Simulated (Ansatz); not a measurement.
The same path of AlClF2H3N (8 atoms, charge 0, multiplicity 1) was run twice with different band settings. Lost on the way: Cl7–H8. Made: Al1–Cl7, F2–H8.

The calculation used RHF/def2-SVP in Ansatz 0.2.0.

Relaxed end points:

```xyz
8
Properties=species:S:1:pos:R:3
Al -0.131 0.010 -0.055
F -0.098 -0.475 1.530
F 1.319 0.253 -0.797
N -1.600 -0.161 -0.992
H -2.493 -0.420 -0.619
H -1.670 -0.003 -1.979
Cl -0.189 2.512 1.164
H -0.057 1.858 2.255
```

```xyz
8
Properties=species:S:1:pos:R:3
Al -0.145 0.604 -0.187
F -0.205 0.106 1.809
F 1.326 -0.103 -0.446
N -1.589 -0.052 -0.940
H -1.640 -0.941 -1.399
H -2.460 0.433 -1.029
Cl -0.117 2.662 0.386
H -0.088 0.863 2.311
```

Common settings: movable images 7; climbing image yes; spring 5.0 eV/Å²; optimiser quadratic models (default); force threshold 0.05 eV/Å; iteration limit 60; end points relaxed.

| run | start path |
| --- | --- |
| 1 | through a guess of the saddle point |
| 2 | straight line |

Question: What does each run give, and how far can it be trusted?

Answer: Run 1: converged after 25 iterations, highest image 0.637 eV above the first end. The profile has 2 maxima (images 4, 6) with wells between them (image 5): this band takes more than one step, which may be the mechanism or a detour left from its start path. A vibrational analysis at the climbing image gives one clearly imaginary mode, 1250i cm⁻¹: a first-order saddle point.
Run 2: converged after 43 iterations, highest image 0.637 eV above the first end. The profile has 2 maxima (images 2, 4) with wells between them (image 3): this band takes more than one step, which may be the mechanism or a detour left from its start path. Another band between the same ends (7 images) ends at a top of the same energy, where a vibrational analysis finds 1 clearly imaginary mode.
The orbitals stay closed-shell, which can raise the energy where a bond breaks towards radicals; this wasn't checked here.
